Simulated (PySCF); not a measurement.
Bond stretch in SMILES [CH3][GeH3]. The C1–Ge5 bond (C1 also carries H, H, H; Ge5 carries H, H, H) is varied alone, starting from the PBE0/def2-TZVP optimised geometry.

Computed with CCSD(T) on UHF/cc-pVDZ, 10 core orbitals frozen in PySCF.

Task: Relative to R = 1.95 Å, what are the energies at R = 1.75, 1.85, 2.90, 4.75 Å?

Result: 12.9 kcal/mol at 1.75 Å, 3.2 kcal/mol at 1.85 Å, 54.4 kcal/mol at 2.90 Å, 85.9 kcal/mol at 4.75 Å.

The unrestricted determinant behind UCCSD(T) is spin-contaminated at 2.64 to 6.81 Å (<S²> up to 1.0, against 0.00 for a pure singlet).
